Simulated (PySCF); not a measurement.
**Correlation energy of Rb(2+) (rubidium, charge +2)**

[Ar] 3d10 4s2 4p5, 2P determinant. All numbers are calculated (PySCF 2.14, scalar relativity by spin-free X2C-1e, in x2c-SVPall (6s4p5d1f, 50 functions)). Frozen: [Ar] 3d10 4s2; 5 electrons correlated.

Total MP2 correlation energy: -56.65 mhartree.

Same-spin part -17.11 and opposite-spin part -39.54 mhartree; SCS-MP2 scales them by 1/3 and 6/5 to -53.15 mhartree.

| level | correlation energy (mhartree) |
| --- | --- |
| CCSD | -63.83 |
| (T) | -0.79 |
| CCSD(T) | -64.62 |

Diagnostics: T1 = 0.00070, D1 = 0.0011, largest double amplitude 0.021.

Is a single reference adequate?

Yes, within this model without spin-orbit coupling: T1 lies below 0.03 and no double amplitude reaches 0.07.
